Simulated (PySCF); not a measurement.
First SCF of a structure search on doublet SnO₂⁻, at a hand-made end-on geometry. PySCF input:

```python
from pyscf import gto, scf, dft
mol = gto.M(atom='''
Sn     0.000000     0.000000     0.000000
O      0.000000     0.000000     2.090900
O      1.252800     0.000000     2.810900''',
    basis={'Sn': 'def2-SVPD', 'O': 'def2-SVPD'},
    ecp={'Sn': 'def2-SVPD'},
    charge=-1, spin=1)
mf = dft.UKS(mol, xc='B3LYP')
mf.grids.atom_grid = (50, 194)
aux = {'Sn': 'def2-universal-JKFIT', 'O': 'def2-universal-JKFIT'}
mf = mf.density_fit(auxbasis=aux)
mf.conv_tol = 1e-08
mf.diis_space = 10
mf.max_cycle = 60
mf.init_guess = 'minao'
mf.verbose = 4
mf.kernel()
```

Excerpt of the output (cycles alone):

```
init E= -341.754163965256
cycle= 1 E= -359.784265998365  delta_E=  -18  |g|= 2.65  |ddm|=  6.8
cycle= 2 E= -286.405903084075  delta_E= 73.4  |g|= 7.16  |ddm|= 26.6
cycle= 3 E= -362.473485629862  delta_E= -76.1  |g|= 2.02  |ddm|= 26.3
cycle= 4 E= -360.821961274153  delta_E= 1.65  |g|= 1.97  |ddm|= 14.1
cycle= 5 E= -363.223977296198  delta_E= -2.4  |g|= 1.36  |ddm|=   14
cycle= 6 E= -363.768453202841  delta_E= -0.544  |g|= 1.41  |ddm|= 3.15
cycle= 7 E= -364.437243865041  delta_E= -0.669  |g|= 0.541  |ddm|= 1.89
cycle= 8 E= -364.558461727544  delta_E= -0.121  |g|= 0.329  |ddm|= 0.842
cycle= 9 E= -364.616333528367  delta_E= -0.0579  |g|= 0.144  |ddm|= 0.395
cycle= 10 E= -364.626990040349  delta_E= -0.0107  |g|= 0.0349  |ddm|= 0.201
cycle= 11 E= -364.628011847336  delta_E= -0.00102  |g|= 0.011  |ddm|= 0.0764
cycle= 12 E= -364.628485462469  delta_E= -0.000474  |g|= 0.0152  |ddm|= 0.0564
cycle= 13 E= -364.628243415776  delta_E= 0.000242  |g|= 0.0137  |ddm|= 0.0262
cycle= 14 E= -364.627276355702  delta_E= 0.000967  |g|= 0.0192  |ddm|= 0.101
cycle= 15 E= -364.626234423878  delta_E= 0.00104  |g|= 0.0332  |ddm|= 0.165
cycle= 16 E= -364.623581236279  delta_E= 0.00265  |g|= 0.0721  |ddm|= 0.0737
cycle= 17 E= -364.626721564334  delta_E= -0.00314  |g|= 0.0203  |ddm|= 0.157
cycle= 18 E= -364.626766299183  delta_E= -4.47e-05  |g|= 0.0185  |ddm|= 0.00574
cycle= 19 E= -364.626963697799  delta_E= -0.000197  |g|= 0.00474  |ddm|= 0.0303
cycle= 20 E= -364.626976281044  delta_E= -1.26e-05  |g|= 0.000177  |ddm|= 0.012
cycle= 21 E= -364.62697622943  delta_E= 5.16e-08  |g|= 0.00027  |ddm|= 0.00109
cycle= 22 E= -364.626976260847  delta_E= -3.14e-08  |g|= 0.000143  |ddm|= 0.00105
cycle= 23 E= -364.626976271791  delta_E= -1.09e-08  |g|= 2.17e-05  |ddm|= 0.000411
cycle= 24 E= -364.626976272115  delta_E= -3.23e-10  |g|= 1.86e-06  |ddm|= 2.85e-05
Extra cycle  E= -364.626976272065  delta_E= 4.95e-11  |g|= 9.39e-06  |ddm|= 1.42e-05
converged SCF energy = -364.626976272065  <S^2> = 0.76875819  2S+1 = 2.018671
```

This is not the lowest solution: another start and a stability analysis within the same unrestricted form found one 13.7 kJ/mol lower, at -364.63220 Eh.

With an element this heavy the missing spin–orbit coupling can shift these numbers.

The search for the lowest solution, 3 starts and the stability check together, took 11 s on 2 threads of a shared Arm Neoverse V1 host, with 78 basis functions; the process peaked at 0.35 GiB.
